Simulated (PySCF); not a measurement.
TiCl3I, SMILES [Cl][Ti]([Cl])([Cl])[I], multiplicity 1. Geometry: PBE-D3(BJ)/def2-SVP. The multiplicity is an assumed one; no other spin state was optimised. The structure was generated by enumeration; whether it is a known compound was not checked. The def2 effective core potentials stand for the cores of I; spin–orbit coupling is left out.

Level of theory: PBE-D3(BJ)/def2-SVP run with PySCF.

Harmonic wavenumbers (cm⁻¹): 89, 89, 106, 122, 122, 271, 424, 491, 491. Rotational constants (GHz): 1.127, 0.5713, 0.5713; symmetry number 3.

Q: Work out the zero-point energy and the ideal-gas rigid-rotor harmonic-oscillator thermochemistry at 298.15 K and 1 atm.

A: ZPE = ½ Σ hcν = ½ × 2203 cm⁻¹ = 3.15 kcal/mol. H − E(el) = 8.55 kcal/mol. Entropy in cal/(mol K): translation 42.80, rotation 28.96, vibration 20.69, total 92.45. G − E(el) = -19.01 kcal/mol. Cp = 23.36 cal/(mol K). Modes under 150 cm⁻¹ make the vibrational entropy uncertain.
